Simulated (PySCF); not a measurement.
Si(F)(Cl)(vinyl)(NH2) (C₂H₅ClFNSi), SMILES C=C[Si](N)(F)Cl. Geometry: B3LYP-D3(BJ)/def2-SVP. The structure was generated by enumeration, and PubChem lists no compound with its InChIKey, so it may never have been made. The values are those of a single conformer.

Question: Give the equilibrium geometry at B3LYP-D3(BJ)/def2-SVP (PySCF confirms it by a frequency run) as Cartesian coordinates in Å. (The exact figures need the calculation; the answer reports its results.)

Answer: Several could match; the one computed here: 
```xyz
11

C     -2.2397     0.5653    -1.2702
C     -1.5316    -0.3920    -0.6549
Si     0.2380    -0.1558    -0.1795
N      0.9388     1.1550    -1.0184
F      0.9889    -1.5789    -0.4387
Cl     0.4856     0.2247     1.8404
H     -1.7939     1.5366    -1.5106
H     -3.2881     0.4234    -1.5553
H     -2.0163    -1.3492    -0.4253
H      1.7223     1.6625    -0.6204
H      0.9468     1.1754    -2.0336
```
